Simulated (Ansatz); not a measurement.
Mulliken charges of F2GeH4SSi (`F[SiH](F)[S][GeH3]`) from B3LYP/def2-TZVPP in Ansatz (PBE0-D4/def2-TZVP geometry).

| atom | x (Å) | y (Å) | z (Å) | charge (e) |
| --- | --- | --- | --- | --- |
| F1 | -1.229 | 0.246 | 1.963 | -0.303 |
| Si2 | -1.197 | 0.989 | 0.562 | 0.769 |
| F3 | 0.062 | 1.957 | 0.637 | -0.305 |
| S4 | -1.014 | -0.353 | -1.032 | -0.346 |
| Ge5 | 1.099 | -1.025 | -0.667 | 0.191 |
| H6 | -2.424 | 1.788 | 0.424 | -0.072 |
| H7 | 1.352 | -1.082 | 0.843 | 0.028 |
| H8 | 1.173 | -2.416 | -1.303 | 0.020 |
| H9 | 2.054 | -0.046 | -1.357 | 0.018 |

Problem. By hand: the dipole of these point charges (1 e Å = 4.8032 D).

Solution. Σ q r = (0.267, -0.193, -0.185) e Å, of length 0.378 e Å = 1.82 D.

Problem. How does the dipole of the full density compare? (Estimate.)

Solution. Computed: (0.136, -0.137, -0.173) e Å, 1.25 D; the point charges give 1.46 times that, at 15° from its direction.

Point charges leave out the atoms' own dipoles, such as those of lone pairs, and Mulliken's split depends on the basis, so the two needn't agree.

B3LYP here is the variant with VWN-RPA as its local correlation; programs differ in this.
